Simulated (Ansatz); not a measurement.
Consider the atomization: `F[SiH2]OC[SiH3]` → C• + F• + 7 H• + O• + 2 Si•.

Isolated molecules relaxed with PBE0-D4/def2-TZVP in Ansatz; ΔE leaves out vibrations. CCSD(T)/CBS is the MP2 limit (def2-TZVPP, def2-QZVPP) plus CCSD(T) − MP2 in def2-TZVPP, frozen cores. This one scheme is used for every species, atoms too. DFT in def2-TZVPP. B3LYP here is the variant with VWN-RPA as its local correlation; programs differ in this. Open shells (•) are unrestricted, without spin–orbit coupling. Spin–orbit coupling would lower the free atoms: a little for C, F, O, Si. Each species was taken in one conformer, which may not be the lowest.

`F[SiH2]OC[SiH3]`:

Z-matrix (Å, degrees):
```
Si
O 1 1.626
F 1 1.597 2 110.9
H 1 1.483 2 110.5 3 -117.3
H 1 1.474 2 106.8 3 117.9
C 2 1.425 1 124.1 3 69.2
Si 6 1.891 2 109.0 1 162.0
H 6 1.096 2 110.1 1 -77.1
H 6 1.099 2 110.9 1 41.0
H 7 1.484 6 109.9 2 59.7
H 7 1.488 6 108.5 2 179.5
H 7 1.485 6 109.7 2 -60.9
```

(1) What is ΔE at CCSD(T)/CBS? (Best estimate.)

(2) What do these levels give: PBE-D4, r2SCAN-D4, PBE0-D4, B3LYP-D4, ωB97X-V, ωB97M-V, PBE, r2SCAN, CCSD/def2-TZVPP, SCS-MP2/def2-QZVPP, HF/CBS(def2), MP2/CBS(def2)? (An estimate is asked.)

Largest T1 diagnostic among the species: 0.012.

## Answers

(1) The calculation gave: +44.08 eV.

(2) Computed: PBE-D4 43.94, r2SCAN-D4 43.88, PBE0-D4 43.39, B3LYP-D4 43.82, ωB97X-V 44.15, ωB97M-V 44.01, PBE 43.70, r2SCAN 43.81, CCSD/def2-TZVPP 42.40, SCS-MP2/def2-QZVPP 44.23, HF/CBS(def2) 32.98, MP2/CBS(def2) 44.60 eV.

The D4 term adds +0.39 eV with B3LYP and +0.21 eV with PBE0; it sums over pairs of atoms, weighted by their polarisabilities, and B3LYP, whose exchange is more repulsive, gets the larger term. From PBE to PBE0 (25 % exact exchange), in def2-TZVPP and without D4, ΔE moves by −0.52 eV: exact exchange takes away binding that semilocal exchange gives to molecules. In def2-TZVPP, CCSD(T) changes the Hartree–Fock value by +10.04 eV (the triples alone add +0.50 eV) and MP2 by +10.57 eV; breaking electron pairs costs correlation energy, which Hartree–Fock lacks.

For atomizations the MP2-based limit and the directly extrapolated one differ by several kJ/mol either way, and by 10 to 25 for some Ge, Se and Sn compounds, so smaller differences from it don't rank the levels.
